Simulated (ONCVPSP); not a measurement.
## u(r) = r·R(r): atom against pseudo-atom (Cu (Z = 29))

Columns: radius, all-electron u(r) and pseudo u(r) of the 3p shell (level -72.14 eV) of copper in the configuration [Ne] 3s2 3p6 3d10 4s1; PBE, scalar-relativistic, ONCV scheme, ONCVPSP 4.0.1.

```tsv
r (bohr)	all-electron	pseudo
0.065	-0.4461	0.0383
0.130	-0.6512	0.1471
0.195	-0.4224	0.3112
0.260	-0.0003	0.5084
0.325	0.4303	0.7131
0.390	0.7813	0.9013
0.455	1.0274	1.0543
0.520	1.1735	1.1603
0.585	1.2370	1.2152
0.650	1.2393	1.2225
0.715	1.1995	1.1905
0.780	1.1328	1.1294
0.845	1.0507	1.0499
0.910	0.9615	0.9612
0.975	0.8708	0.8705
1.040	0.7823	0.7821
1.105	0.6983	0.6982
1.170	0.6202	0.6200
1.235	0.5485	0.5484
1.300	0.4835	0.4834
1.365	0.4250	0.4249
1.430	0.3727	0.3726
1.495	0.3262	0.3261
1.560	0.2850	0.2849
1.625	0.2487	0.2486
1.690	0.2167	0.2166
```

(1) How many radial nodes do the two functions have?

(2) At about which radius was the pseudo-wave matched?

(3) Is the pseudo-wave norm-conserving?

## Answers

(1) The all-electron 3p function has n − l − 1 = 1; the pseudo-wave has 0, since the states of the same l below it are removed with the core.

(2) 0.95 bohr, where the columns begin to agree (steps of 0.07 bohr).

(3) Yes: the ONCV scheme keeps the norm inside the radius equal to the all-electron one, which fixes the energy derivative of the logarithmic derivative at the level.
